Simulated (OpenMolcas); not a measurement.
# Cr II: Racah parameters, worked from levels

* Program: OpenMolcas 26.06
* Basis: ANO-RCC-VQZP [7s6p4d3f2g1h]
* Scalar Hamiltonian: DKH2, point nucleus
* Active space: 5 electrons in 5 orbitals (3d)
* State averaging: 2S+1 = 6 even, 1 root; 2S+1 = 4 even, 24 roots; 2S+1 = 2 even, 75 roots (53 in the spin-orbit step)
* Spin-orbit coupling: state interaction with AMFI integrals over the reference wave functions, term energies averaged over their components

Methods: CASSCF; MS-CASPT2, IPEA 0.25 Eh, imaginary shift 0.1 Eh (closed shells correlated: 3s 3p).

**Racah parameters.** Above ⁶S, d5 has ⁴D at 17B + 5C, ⁴G at 10B + 5C and ⁴P at 7B + 7C. The first two fix B and C, and the third tests them; where it misses by thousands of cm-1, two parameters do not describe the configuration (Trees and configuration-interaction terms are left out) and B and C hang on the terms chosen. Term energies are centres of gravity, weighted by 2J + 1.

```
   Source     ⁴D     ⁴G    B     C   C/B  ⁴P from B, C  ⁴P found
   CASSCF  32536  26138  914  3400  3.72         30198     30013
MS-CASPT2  24985  20637  621  2885  4.65         24542     22371
```

Energies in cm-1. From CASSCF to MS-CASPT2, B changes by -32.1 % and C by -15.1 %.

Term energies are means over components that CASPT2 splits; among the terms shown or strongly mixed into the levels shown the widest spread is 850 cm-1 (3d⁵ ⁴G, MS-CASPT2). Some high roots are left out of the spin-orbit mixing, which shifts the levels that they would mix with. Without dynamic correlation excited terms often stand tens of per cent too high (terms of higher spin than the ground term too low), and those without a measured partner can miss by more than the paired ones (holds for CASSCF). Only configurations of the active space appear.
